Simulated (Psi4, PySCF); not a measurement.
CH3Si (SMILES C[Si]), doublet, geometry from GFN2-xTB, atoms displaced at random by about 0.03 Å a coordinate. Base run: B3LYP/STO-3G, gradient (PySCF).

The PySCF input:
```python
from pyscf import gto, scf, dft

mol = gto.Mole()
mol.atom = '''
    C    -1.135692    0.009372   -0.035022
    Si    0.814165   -0.024765   -0.001559
    H    -1.543268   -0.591429   -0.796999
    H    -1.521250    0.980558   -0.173471
    H    -1.504024   -0.449770    0.965715
'''
mol.basis = 'sto-3g'
mol.charge = 0
mol.spin = 1
mol.verbose = 3
mol.build()

mf = dft.UKS(mol)
mf.xc = 'b3lyp'
mf.kernel()
g = mf.nuc_grad_method()
grad = g.kernel()
```

Programs used: Psi4, PySCF; a row that names a program was run with it.

The coordinate followed is x of atom 3.

The base run was repeated with changes; each row names its change, and settings that it needs were set with it.

```json
[
 {"change": "base", "dE/dx (Eh/bohr)": "0.015335", "net force (Eh/bohr)": "0.000010"},
 {"change": "grid_response = on", "dE/dx (Eh/bohr)": "0.015334", "net force (Eh/bohr)": "0.000000"},
 {"change": "finite difference step (bohr) = 0.01; conv_tol = 1e-11", "dE/dx (Eh/bohr)": "0.015332", "net force (Eh/bohr)": "-"},
 {"change": "density fitting = on; auxbasis_response = off", "dE/dx (Eh/bohr)": "0.015359", "net force (Eh/bohr)": "0.000134"},
 {"change": "finite difference step (bohr) = 1e-5; conv_tol = 1e-11", "dE/dx (Eh/bohr)": "0.015334", "net force (Eh/bohr)": "-"},
 {"change": "grids.level = 5; grid_response = off", "dE/dx (Eh/bohr)": "0.015334", "net force (Eh/bohr)": "0.000000"},
 {"change": "conv_tol = 1e-11", "dE/dx (Eh/bohr)": "0.015335", "net force (Eh/bohr)": "0.000010"},
 {"change": "grids.level = 5; grid_response = on", "dE/dx (Eh/bohr)": "0.015334", "net force (Eh/bohr)": "0.000000"},
 {"change": "code = psi4", "dE/dx (Eh/bohr)": "0.015338", "net force (Eh/bohr)": "0.000009"},
 {"change": "conv_tol = 1e-4", "dE/dx (Eh/bohr)": "0.015646", "net force (Eh/bohr)": "0.000010"},
 {"change": "grids.level = 1; grid_response = on", "dE/dx (Eh/bohr)": "0.015335", "net force (Eh/bohr)": "0.000000"},
 {"change": "finite difference step (bohr) = 0.05; conv_tol = 1e-11", "dE/dx (Eh/bohr)": "0.015263", "net force (Eh/bohr)": "-"}
]
```

The net force is zero for an exact gradient.

Open shells are given as the SCF converged; they aren't shown to be the lowest states, and a large step between rows can be another state.
